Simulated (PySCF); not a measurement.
PySCF input file for HP₂, SMILES P#[PH+], charge +1, PBE-D3(BJ)/def2-TZVPD. The structure is a stationary point at PBE-D3(BJ)/def2-TZVPD. The isomer is the one that the SMILES or the coordinates give; other isomers of the formula were not compared.

```python
import numpy as np
from pyscf import gto, scf, dft, df
from pyscf.hessian import thermo

mol = gto.M(
    atom='''
    P     0.00000000    0.00000000    1.02079139
    P     0.00000000    0.00000000   -0.86755581
    H     0.00000000    0.00000000   -2.29853381
    ''',
    basis='def2-TZVPD',
    charge=1,
    spin=0,
    max_memory=1600,
    verbose=3,
)
mf = dft.RKS(mol, xc='pbe').density_fit(auxbasis='def2-universal-jkfit')
mf.disp = 'd3bj'
mf.grids.level = 3
mf.conv_tol = 1e-11
mf.max_cycle = 100
mf.kernel()

# [left out here: the lines that compute and print the analytic Hessian (its translational invariance restored by hand, since the grid's response is missing), thermochemistry and intensities]
```

Output:

```
converged SCF energy = -682.644238111015

WARN: DFTD3 does not support analytical Hessian, using finite difference


WARN: Mole.unit (angstrom) is changed to Bohr

Mode                                 0                   1                   2
Irrep
Freq [cm^-1]                      116.1896            116.1896            783.7719
Reduced mass [au]                   1.1238              1.1238             19.1969
Force const [Dyne/A]                0.0089              0.0089              6.9480
Char temp [K]                     167.1709            167.1709           1127.6732
Normal mode                   x     y     z       x     y     z       x     y     z
       0   P                -0.00  0.02  0.00    0.02  0.00  0.00    0.00  0.00 -0.13
       1   P                 0.00 -0.05 -0.00   -0.05 -0.00 -0.00   -0.00 -0.00  0.12
       2   H                -0.01  0.94 -0.00    0.94  0.01 -0.00    0.00  0.00  0.14
Mode                                 3
Irrep
Freq [cm^-1]                     2317.2144
Reduced mass [au]                   1.0451
Force const [Dyne/A]                3.3061
Char temp [K]                    3333.9557
Normal mode                   x     y     z
       0   P                -0.00 -0.00 -0.00
       1   P                 0.00  0.00  0.03
       2   H                -0.00 -0.00 -0.98
temperature 298.1500 [K]
pressure 101325.00 [Pa]
Rotational constants [GHz] inf 8.30950 8.30950
Symmetry number 1
Zero-point energy (ZPE) 0.00759 [Eh]   19937.953 [J/mol]
                           tot       elec      trans        rot        vib
Entropy [J/mol/K]       251.131      0.000    160.409     63.330     27.392
Cv [J/mol/K]             39.837      0.000     12.472      8.314     19.051
Cp [J/mol/K]             48.151      0.000     20.786      8.314     19.051
Internal energy [J/mol]                      3718.434   2478.956  23854.011
Internal energy [Eh]   -682.63279  -682.64424
Enthalpy [J/mol]                             6197.391   2478.956  23854.011
Enthalpy [Eh]          -682.63185
Gibbs free energy [J/mol]                  -41628.525 -16403.027  15687.105
Gibbs free energy [Eh] -682.66037
mode   freq/cm-1   IR/(km/mol)
   1      116.19        51.874
   2      116.19        51.874
   3      783.77         8.076
   4     2317.21       146.182
max |gradient| / (hartree/bohr): 3.3313834635356092e-06
APT charges: [0.6065 0.099  0.2946]
```

The calculation finished and met its thresholds.

Cost: around 25 core-seconds (rough).
